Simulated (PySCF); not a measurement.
**Working out the ionisation energy of Ru+**

Ru+ [Kr] 4d7 (4F) → Ru(2+) [Kr] 4d6 (5D). Calculation: PySCF 2.14, in x2c-TZVPPall (8s6p6d2f1g, 79 functions); scalar relativity by spin-free X2C-1e. Frozen: [Kr]. Energies in hartree (1 hartree = 27.21139 eV):

```csv
part,Ru+ (lower),Ru(2+) (upper)
UHF,-4527.758220,-4527.210005
CCSD correlation,-0.159491,-0.110862
(T),-0.004796,-0.002120
```

Question: What does Hartree-Fock give?

Answer: (-4527.210005) − (-4527.758220) = 0.548215 hartree = 14.918 eV.

Question: What do CCSD and CCSD(T) give?

Answer: The CCSD correlation energies differ by 0.048629 hartree = 1.323 eV and the triples by 0.002676 hartree = 0.073 eV, so CCSD gives 16.241 eV and CCSD(T) 16.314 eV.

Reference: 16.76 ± 0.06 eV (semi-empirical (NIST evaluation); NIST Atomic Spectra Database, ionization energies), between the lowest levels; spin-orbit coupling is absent from the calculation.

What remains against the reference includes basis incompleteness, the frozen core and higher excitations.
